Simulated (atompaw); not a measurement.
## Logarithmic derivatives: Sc, PAW (atompaw)

```json
{
  "Element": "scandium (Sc)",
  "Generator": "atompaw 4.2.0.5",
  "Type": "PAW",
  "Functional": "PBE",
  "Relativity": "non-relativistic",
  "Frozen core": "[Ar]",
  "Valence charge": "3",
  "Reference configuration": "3d1 4s2 4p0",
  "Partial waves": "4s (bound): rc 3.00 bohr; 4s channel at 4.8 Ry: rc 1.35 bohr; 4p (bound, empty): rc 3.00 bohr; 4p channel at 3.65 Ry: rc 3.00 bohr; 3d (bound): rc 3.00 bohr; 3d channel at 0.45 Ry: rc 3.00 bohr",
  "Local potential": "bessel scheme, radius 2.25 bohr",
  "Core correction": "smooth core density matched at 1.60 bohr",
  "Augmentation charge": "sinc compensation charge, radius 2.25 bohr; PAW radius 3.00 bohr; waves and projectors: custom polynom vanderbiltortho"
}
```

The phase is arctan(r·u′/u) with u = r·R(r), unwrapped; energies in Ry, scanned from -2 to 5 Ry. A pole is an energy at which the radial function vanishes at the test radius. The pseudo phase is shifted by a multiple of π to meet the all-electron one at the reference energy, and phase errors are pseudo minus all-electron; the curves can meet again beyond the range given. Levels narrower than the energy grid can be missing from the lists of poles.

**Question.** For each channel, where are the poles, and over which energies does the pseudopotential scatter like the atom?

**Answer.**

| channel | radius (bohr) | reference energy (Ry) | poles, all-electron | poles, pseudo | unbroken range about the reference energy with phases within 0.05 rad | phase error 1 Ry above the reference energy (rad) |
| --- | --- | --- | --- | --- | --- | --- |
| s | 3.01 | -0.31 | 1.48 | 0.93, 2.12 | below 0.5 | -0.065 |
| p | 3.01 | -0.11 | 2.22 | 2.12, 4.09 | below 4.0 | -0.023 |
| d | 3.01 | -0.25 | -0.04, 3.43 | -0.04 | below 1.2 | +0.002 |

Phases in the d channel:

| E (Ry) | all-electron | pseudo |
| --- | --- | --- |
| -2.00 | 1.334 | 1.339 |
| -1.52 | 1.296 | 1.301 |
| -1.04 | 1.225 | 1.230 |
| -0.56 | 0.971 | 0.976 |
| -0.08 | -1.518 | -1.518 |
| 0.40 | -1.852 | -1.852 |
| 0.88 | -2.130 | -2.123 |
| 1.36 | -3.018 | -2.877 |
| 1.84 | -4.176 | -4.006 |
| 2.32 | -4.494 | -4.383 |
| 2.80 | -4.620 | -4.524 |
| 3.28 | -4.694 | -4.597 |
| 3.76 | -4.750 | -4.642 |
| 4.24 | -4.805 | -4.674 |
| 4.72 | -4.873 | -4.698 |
